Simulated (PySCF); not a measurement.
C₄H₅Br, SMILES C(=C)/C=C/Br. Atoms are numbered in the order given.

```xyz
10

C     -0.3692     3.6755     0.0000
C      0.3801     2.5607     0.0000
C     -0.1678     1.2122     0.0000
C      0.6021     0.1132     0.0000
Br    -0.0915    -1.6447     0.0000
H     -1.4625     3.6261     0.0000
H      0.0853     4.6687     0.0000
H      1.4731     2.6464     0.0000
H     -1.2579     1.1086     0.0000
H      1.6937     0.1452     0.0000
```
Charge 0, spin multiplicity 1.

Geometry: B3LYP-D3(BJ)/def2-SVP. One conformer was computed; it need not be the lowest.

Two levels are set side by side: PBE/pcSseg-1 (PySCF) and KT2/pcSseg-1 (PySCF). GIAO shifts against TMS (¹H), TMS (¹³C) at the same level; non-relativistic, no solvent, atoms listed together averaged. Without spin–orbit terms, shifts of atoms bonded to Cl or Br come out too high at both levels. Differences are taken from unrounded values.

```
quantity              PBE
------------------  -----
δ(¹³C) of C1 (ppm)  125.2
δ(¹³C) of C2 (ppm)  142.9
δ(¹³C) of C3 (ppm)  147.6
δ(¹³C) of C4 (ppm)  137.0
δ(¹H) of H8 (ppm)    6.59
δ(¹H) of H9 (ppm)    6.89
δ(¹H) of H10 (ppm)   6.59
```

Q: These are the PBE values. What does KT2 give? (The exact figures need the calculation; the answer reports its results.)

A: 
```tsv
quantity	KT2	PBE minus KT2
δ(¹³C) of C1 (ppm)	116.9	8.3
δ(¹³C) of C2 (ppm)	134.2	8.7
δ(¹³C) of C3 (ppm)	139.9	7.7
δ(¹³C) of C4 (ppm)	127.4	9.6
δ(¹H) of H8 (ppm)	6.39	0.20
δ(¹H) of H9 (ppm)	6.72	0.17
δ(¹H) of H10 (ppm)	6.47	0.12
```

Rough cost on one machine, each run with all the roots and properties that it gave: KT2 against PBE within a factor of 2.
